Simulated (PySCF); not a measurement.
C3H8FNSi.
Numbering: `[NH2:1][Si@@H:2]1[CH2:3][CH2:4][C@H:5]1[F:6]`

Cartesian coordinates in Å at the GFN2-xTB level; atoms count from 1:
```
atom  x, y, z in Å
N1     2.150    0.139    0.666
Si2    0.868    0.160   -0.484
C3    -0.660    1.154    0.083
C4    -1.544   -0.107    0.016
C5    -0.456   -1.184   -0.108
F6    -0.733   -2.112   -1.102
H7     2.705    0.973    0.774
H8     2.749   -0.672    0.696
H9     1.199    0.265   -1.908
H10   -0.585    1.536    1.099
H11   -1.018    1.965   -0.546
H12   -2.152   -0.111   -0.887
H13   -2.201   -0.237    0.874
H14   -0.325   -1.768    0.806
```

Probes without a nucleus sit at each ring's centroid and 1 Å off its mean plane on both sides; NICS is minus the shielding there, NICSzz its component along the normal. Level: GIAO PBE0/pcSseg-1 (PySCF, non-relativistic, gas phase) on the GFN2-xTB geometry, one conformer.

Ring bond lengths (Å), with Mayer bond orders in brackets: Si2–C3 1.909 (0.93), C3–C4 1.542 (1.00), C4–C5 1.536 (0.99), C5–Si2 1.924 (0.88).

Q: Give the NICS values of each ring in ppm.

A: 
```csv
ring,type,NICS(0),"NICS(1), two faces","NICS(1)zz, two faces",rms pucker (Å),"centre to ring atoms, mean (Å)"
Si2–C3–C4–C5,4-membered ring with Si; formal bonds all single,-0.4,-2.2 / -0.6,2.0 / 3.8,0.09,1.21
```

Q: What can be read from them?

A: 
- Si2–C3–C4–C5: mean NICS(1)zz 2.9 ppm, near zero. Si2, C3, C4, C5 have four or more neighbours, and the NICS criterion for π rings isn't applied.

Q: At the first NICS(1) probe listed for ring Si2–C3–C4–C5, 1 Å off the ring, what do the in-plane components average?

A: The isotropic value is a third of the trace: (3 × -2.2 − (2.0))/2 = -4.3 ppm.

Q: How shielded are the nuclei of the rings and their hydrogens (means over atoms taken as equivalent)?

A: 
```
atoms                  environment  σ isotropic (ppm)
  Si2                  SiH silicon              350.3
   C3  sp3 carbon bound to silicon              178.8
   C4    four-membered-ring carbon              157.1
   C5               sp3 C–F carbon               91.8
   H9                Si–H hydrogen              26.04
  H10           methylene hydrogen              30.76
  H11           methylene hydrogen              30.49
  H12           methylene hydrogen              29.35
  H13           methylene hydrogen              28.84
  H14             methine hydrogen              26.46
```

Hardware: an Arm Neoverse V1 with one thread, on a shared host. Cost: 22 s of wall time (grids of density and orbitals included), 0.71 GiB resident at most. This is the whole shielding run at PBE0/pcSseg-1, SCF included.
